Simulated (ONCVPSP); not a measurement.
# What one change does to a pseudopotential (zirconium, ONCV)

Zr (Z = 40), optimised norm-conserving Vanderbilt (ONCV), made with ONCVPSP 4.0.1 (LDA (Perdew-Zunger), scalar-relativistic). Core [Kr], reference 4d2 5s1.5 5p0.5. Waves: 5s: rc 2.90 bohr, ncon 4, nbas 7, qcut 1.9 1/bohr, 1 projector; 5p: rc 3.20 bohr, ncon 3, nbas 8, qcut 3 1/bohr, 2 projectors, debl 2 Ha; 4d: rc 2.05 bohr, ncon 3, nbas 6, qcut 4.8 1/bohr, 2 projectors, debl 3 Ha. Local part: polynomial inside 1.40 bohr (lpopt 5, dvloc0 1 Ha). Core correction: Teter function, fcfact 3, rcfact 1.35.

Change: local potential polynomial inside 1.40 bohr (lpopt 5, dvloc0 0.5 Ha).

Cutoffs: the cutoffs (Ha) at which the residual kinetic energy of the hardest occupied pseudo-wave falls to 1 and 0.1 mHa per electron; they do not see the model core or the augmentation charge, which bear on the density cutoff. Errors are all-electron minus pseudo energies relative to the spin-unpolarised reference configuration.

Question: How do hardness, ghosts and transferability respond?

Answer: The potential gets neither clearly harder nor softer (12 Ha and 30 Ha → 12 Ha and 30 Ha); both files keep a bound ghost (s); the lowest positive-energy flag moves from p at 15.3 eV to p at 8.0 eV; the number of tests with a reliable result goes from 3 to 2.

```tsv
quantity	base	changed
cutoff, loose	12 Ha	12 Ha
cutoff, tight	30 Ha	30 Ha
bound ghosts	s	s
GHOST(+) flags under 300 eV	p at 15.3 eV	p at 8.0 eV
tests with a reliable result	3 of 4	2 of 4
error for 4d2 5s2 5p0, meV [ΔE -1.54 eV]	-0.2	-0.2
error for 4d2.5 5s1.5 5p0, meV [ΔE -1.01 eV]	-9.7	-9.5
s: phases at 2.95 bohr within 0.05 rad from the reference energy up to (Ha; the scan ends near 5)	0.5	0.4
p: phases at 3.24 bohr within 0.05 rad from the reference energy up to (Ha; the scan ends near 5)	0.4	0.2
d: phases at 2.08 bohr within 0.05 rad from the reference energy up to (Ha; the scan ends near 5)	to the end of the scan	to the end of the scan
rms error of d²Exc/dni dnj with the model core, mHa	5.35	5.35
```

Base: The cutoffs count occupied waves only; projector 2 of the d channel, the hardest unoccupied one, needs 34 Ha at the loose tolerance. Changed file: The cutoffs count occupied waves only; projector 2 of the d channel, the hardest unoccupied one, needs 34 Ha at the loose tolerance. A true bound ghost makes a file unfit for plane-wave use even where its test errors are small: the radial tests pick states by their node count and pass the ghost by.
